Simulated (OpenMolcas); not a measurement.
# Cr⁺: effect of the active space

```json
{
  "Program": "OpenMolcas",
  "Method": "CASSCF",
  "Basis": "ANO-R2",
  "Scalar Hamiltonian": "X2C, finite nucleus",
  "Spin-orbit coupling": "state interaction with AMFI integrals over the reference wave functions, term energies averaged over their components"
}
```

A. 5 electrons in 5 orbitals (3d); 2S+1 = 6 even, 1 root; 2S+1 = 4 even, 24 roots; 2S+1 = 2 even, 75 roots (53 in the spin-orbit step); cost of the order of 23 core-seconds
B. 5 electrons in 6 orbitals (3d 4s); 2S+1 = 6 even, 6 roots; 2S+1 = 4 even, 57 roots; 2S+1 = 2 even, 71 roots; cost about 2.2 core-minutes

Energies in cm⁻¹ above 3d⁵ ⁶S_5/2, the measured ground level; measured values from NIST Handbook of Basic Atomic Spectroscopic Data.

| Level | A | B | Measured |
| --- | --- | --- | --- |
| 3d⁵ ⁶S_5/2 | 0.0 | 0.0 | 0.0 |
| 3d⁵ ⁴G_5/2 | 26154 | 23065 | 20512 |
| 3d⁵ ⁴G_7/2 | 26160 | 23075 | 20518 |
| 3d⁵ ⁴G_11/2 | 26162 | 23118 | 20512 |
| 3d⁵ ⁴G_9/2 | 26164 | 23092 | 20519 |
| 3d⁵ ⁴P_5/2 | 30030 | 27983 | 21823 |
| 3d⁵ ⁴P_3/2 | 30048 | 27936 | 21824 |
| 3d⁵ ⁴P_1/2 | 30069 | 27936 | 21824 |
| 3d⁵ ⁴D_7/2 | 32543 | 29934 |  |
| 3d⁵ ⁴D_1/2 | 32564 | 29973 |  |
| 3d⁵ ⁴D_3/2 | 32582 | 29991 |  |
| 3d⁵ ⁴D_5/2 | 32588 | 29989 |  |

B puts 3d⁴ 4s ⁶D_1/2 lowest.

Deviations, from unrounded energies. A percentage is the sum of absolute deviations over the sum of measured energies, with the sign that they share, or ± where signs differ.

```tsv
Against measurement	Levels	A	B
mean absolute deviation (cm-1)	7	6800	4100
other terms of the ground configuration (%)	7	+32.0	+19.4
```

B lies closest to measurement on these levels. The largest miss of B in the table is 3d⁵ ⁴P_5/2, by +6200 cm-1. The ranking rests on the paired levels alone, and a cruder setting can come out closer through cancelling errors.

The spin-orbit steps hold different terms of 3d⁵ (B lacks among others ²D, ²F, ²G, ²H, ²S), which shifts levels as well.

Between A and B the level of the table that moves most is 3d⁵ ⁴G_5/2, by 3100 cm-1 (lowest in B, highest in A).

Without dynamic correlation excited terms often stand tens of per cent too high (terms of higher spin than the ground term too low), and those without a measured partner can miss by more than the paired ones. Some high roots are left out of the spin-orbit mixing, which shifts the levels that they would mix with (holds for A). The lowest computed level is not the ground level that NIST lists (6S5/2) (holds for B). Computed and measured levels are paired by configuration, term and J; levels that our copy of the source lacks, or whose pairing is in doubt (as where it misses far off the trend of its configuration), stay unpaired and out of the deviations. Levels of configurations outside the active space are missing. Levels that lie high or do not pair safely by name in every column are left out.
